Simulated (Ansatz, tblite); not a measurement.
Forces on WO2Cl2 (WCl2O2) at its r2SCAN-D4/def2-SVP geometry. The state is a singlet with charge 0.

In the def2 sets W takes a core potential; there is no spin–orbit coupling. The xTB rows come from tblite.

GFN1-xTB (tblite), largest force 1.17 eV/Å:

```xyz
5
positions Å, forces eV/Å
W     0.050    0.017    0.059    0.236    0.080    0.279
O     1.752    0.053   -0.017   -0.835   -0.104   -0.298
O    -0.358    0.417    1.664   -0.139   -0.225   -0.853
Cl   -0.661   -2.099   -0.375    0.337    1.110    0.183
Cl   -0.782    1.612   -1.331    0.401   -0.861    0.690
```

GFN2-xTB (tblite), largest force 1.07 eV/Å:

```
W 0.403 0.137 0.476
O -0.882 -0.107 -0.300
O -0.132 -0.236 -0.898
Cl 0.275 1.029 0.122
Cl 0.335 -0.823 0.599
```

PBE-D4/def2-TZVP (Ansatz), largest force 0.75 eV/Å:

```
W -0.473 -0.159 -0.558
O 0.603 0.005 -0.057
O -0.175 0.139 0.563
Cl 0.019 0.099 0.003
Cl 0.025 -0.084 0.049
```
